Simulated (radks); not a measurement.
Q: Coherent X-ray form factor from a spherical all-electron density. All-electron calculation, Dirac Kohn-Sham, PBE, spin-unpolarised, spherical densities, finite nucleus; Fermi nuclear charge, rms radius of each element as measured or else 0.836 A^(1/3) + 0.57 fm. Program: a radial shooting solver on a logarithmic mesh with Libxc functionals.

| sin(theta)/lambda (1/angstrom) | f0 (electrons) |
|---|---|
| 0.05 | 75.063 |
| 0.1 | 72.540 |
| 0.15 | 69.070 |
| 0.2 | 65.245 |
| 0.25 | 61.428 |
| 0.3 | 57.788 |
| 0.4 | 51.243 |
| 0.5 | 45.678 |
| 0.6 | 40.943 |
| 0.8 | 33.276 |
| 1 | 27.329 |
| 1.25 | 21.899 |
| 1.5 | 18.342 |
| 2 | 14.419 |

The species is in the configuration that NIST lists as its ground one. Which atom or ion scatters so?

A: The iridium ion Ir+, [Xe] 4f14 5d7 6s1. Extrapolating in s^2 from the first two rows gives f0(0) = 75.9, near the electron count 76; among species with that count, the fall with angle is slower the higher Z, and the table is that of Z = 77; from so few rows the species is fixed only to a neighbour or two.
